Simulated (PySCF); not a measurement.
Si(H)(I)2(OH) (H₂I₂OSi), SMILES O[SiH](I)I.

Geometry: PBE-D3(BJ)/def2-SVP. This is a generated structure with no PubChem entry under its InChIKey; it may be hypothetical. The def2 effective core potentials stand for the cores of I; spin–orbit coupling is left out. One conformer was computed; it need not be the lowest.

Level of theory: TDA-M06-2X/def2-SVPD run with PySCF.

Vertical excitations. The molecule is in vacuum. State labels are in the subgroup Cs.

Computed lowest excited states:
| state | symmetry | energy (eV) | λ (nm) | f | main pairs |
|---|---|---|---|---|---|
| S1 | A" | 5.02 | 247 | 0.033 | HOMO→LUMO 90 % |
| S2 | A" | 5.22 | 238 | 0.009 | HOMO−1→LUMO 90 % |
| S3 | A' | 5.36 | 231 | 0.010 | HOMO−2→LUMO 92 % |
| S4 | A' | 5.56 | 223 | 0.005 | HOMO−3→LUMO 88 % |
| S5 | A" | 6.41 | 194 | 0.002 | HOMO→LUMO+1 83 % |
| S6 | A" | 6.66 | 186 | 0.020 | HOMO−1→LUMO+1 59 %, HOMO−4→LUMO 25 % |
| S7 | A' | 6.66 | 186 | 0.007 | HOMO→LUMO+2 66 %, HOMO→LUMO+6 11 % |
| S8 | A' | 6.82 | 182 | 0.016 | HOMO−2→LUMO+1 46 %, HOMO−1→LUMO+2 23 % |
| S9 | A" | 6.94 | 179 | 0.061 | HOMO−4→LUMO 42 %, HOMO−2→LUMO+2 29 %, HOMO−2→LUMO+6 7 % |
| S10 | A' | 7.00 | 177 | 0.014 | HOMO−1→LUMO+2 50 %, HOMO−2→LUMO+1 17 %, HOMO−3→LUMO+1 9 %, HOMO−1→LUMO+6 8 % |
| T1 | A" | 4.57 | 271 | 0 | HOMO→LUMO 93 % |
| T2 | A" | 4.86 | 255 | 0 | HOMO−1→LUMO 91 % |
| T3 | A' | 4.96 | 250 | 0 | HOMO−2→LUMO 89 % |
| T4 | A' | 5.15 | 241 | 0 | HOMO−3→LUMO 85 % |
Triplets are in the Tamm–Dancoff approximation.
